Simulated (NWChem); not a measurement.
# Correlation energy of NS

```
N
S 1 1.5015
```
Charge 0, spin multiplicity 2.

The numbers come from NWChem runs, not from measurements. The geometry was optimised at UPBE0/def2-SVP, a minimum by its harmonic frequencies.

Basis set: 6-31G*. Each correlation energy counts from its own Hartree-Fock reference.

The correlated methods keep 6 core orbitals frozen. The Pople sets run with spherical d functions. The structure started from a generated list of species. The unpaired electrons of the parent sit in orbitals of symmetry b2 (C2v labels of the run); other states weren't searched. No SCF solution was tested for a lower state. Open-shell Hartree-Fock references start from PBE0 orbitals. Coupled-cluster values serve here as a point of comparison, not as the truth.

Question: Order these methods by the correlation energy they give, lowest first: CCSD on ROHF, CCSD[T] on ROHF, CCSD(T) on ROHF.

Answer: CCSD[T] on ROHF (-308.7 mHa), CCSD(T) on ROHF (-306.9 mHa), CCSD on ROHF (-293.1 mHa)
